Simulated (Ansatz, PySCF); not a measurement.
Here is a job for PySCF.
```python
from pyscf import gto, scf, dft

mol = gto.M(
    atom='''
Ga   -0.020782   -0.041393    0.018720
C    -0.329657    1.590347   -1.183725
H    -1.183712    2.142603   -0.780540
H    -0.533255    1.223758   -2.194273
H     0.585327    2.190416   -1.152936
N     0.456383   -1.421577    1.124747
H     0.548975   -2.362451    0.735364
H     0.010157   -1.502186    2.041189
''',
    basis='sto-3g',
    charge=1,
    spin=0,
    verbose=3,
)

mf = dft.RKS(mol)
mf.xc = 'bhandhlyp'
mf.grids.atom_grid = (99, 590)
mf.grids.prune = None
mf.kernel()
```

### Question
Write the same job for Ansatz (a program for electronic structure).

### Answer
One answer among several that fit: 
Ansatz 0.2 input:
```yaml
crystal:
  periodic: [false, false, false]
  atoms:
    - {symbol: Ga, position_ang: [-0.02078167, -0.04139309, 0.01871991]}
    - {symbol: C, position_ang: [-0.32965711, 1.59034736, -1.18372534]}
    - {symbol: H, position_ang: [-1.18371196, 2.14260301, -0.78054048]}
    - {symbol: H, position_ang: [-0.53325475, 1.22375778, -2.19427313]}
    - {symbol: H, position_ang: [0.58532729, 2.19041600, -1.15293618]}
    - {symbol: N, position_ang: [0.45638313, -1.42157676, 1.12474740]}
    - {symbol: H, position_ang: [0.54897475, -2.36245116, 0.73536416]}
    - {symbol: H, position_ang: [0.01015732, -1.50218645, 2.04118885]}
basis:
  gaussian:
    orbitals: STO-3G
hamiltonian:
  xc: {name: BHLYP}
total_charge: 1
accuracy: high
```

Both were run: PySCF gave -1996.680259 Eh and Ansatz -1996.680259 Eh, 0.000 mEh apart.
